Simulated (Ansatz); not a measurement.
`[F][Mo]([F])(=[S])=[S]` + HCl → `[F][Mo](=[S])(=[S])[Cl]` + H–F at 700 K and 1 bar (ligand exchange at a Mo–F bond).

Calculated with Ansatz (gas phase, PBE0-D4/def2-TZVP geometries, no zero-point term in ΔE). CCSD(T)/CBS is the MP2 limit (def2-TZVPP, def2-QZVPP) plus CCSD(T) − MP2 in def2-TZVPP, frozen cores. This one scheme is used for every species. def2 core potentials past Kr. For Mo outer-core shells are correlated without core-valence functions, which leaves a few kJ/mol of doubt a bond.

| species | CCSD(T)/CBS energy (Eh) | H − E (kJ/mol) | S (J/(mol·K)) |
| --- | --- | --- | --- |
| `[F][Mo]([F])(=[S])=[S]` | -1063.43174 | 79.5 | 419.9 |
| HCl | -460.38127 | 38.4 | 211.8 |
| `[F][Mo](=[S])(=[S])[Cl]` | -1423.42718 | 78.8 | 438.8 |
| H–F | -100.39570 | 45.2 | 198.5 |

H − E and S are ideal-gas, rigid-rotor, harmonic terms from PBE0-D4/def2-TZVP. 1 Eh = 2625.50 kJ/mol, R = 8.31446 J/(mol·K).

Task: By hand: ΔE, ΔH, ΔS and ΔG.

Result: ΔE = (-1423.42718) + (-100.39570) − (-1063.43174) − (-460.38127) = -0.00987 Eh = -25.9 kJ/mol. Δ(H − E) = 78.8 + 45.2 − 79.5 − 38.4 = 6.1, so ΔH = -19.8 kJ/mol. ΔS = 438.8 + 198.5 − 419.9 − 211.8 = 5.6 J/(mol·K). ΔG = -19.8 − 700 × (5.6)/1000 = -23.7 kJ/mol.

Task: By hand: the equilibrium constant, and the temperature at which ΔG would vanish if ΔH and ΔS stayed fixed.

Result: log₁₀ K = −ΔG/(RT ln 10) = 1.8. ΔH and −TΔS have one sign here, so there is no such temperature.

The number of gas molecules stays the same, so ΔS is small and ΔH decides. A doubt of 5 kJ/mol in ΔE shifts log₁₀ K by 0.4 here. These are equilibria of isolated gas molecules and say nothing of rates. Largest T1 diagnostic: 0.025 (customary marks: 0.02 for closed shells, 0.045 for open ones).

ΔS is within the doubt of such terms, so its sign, and with it that verdict, could turn.
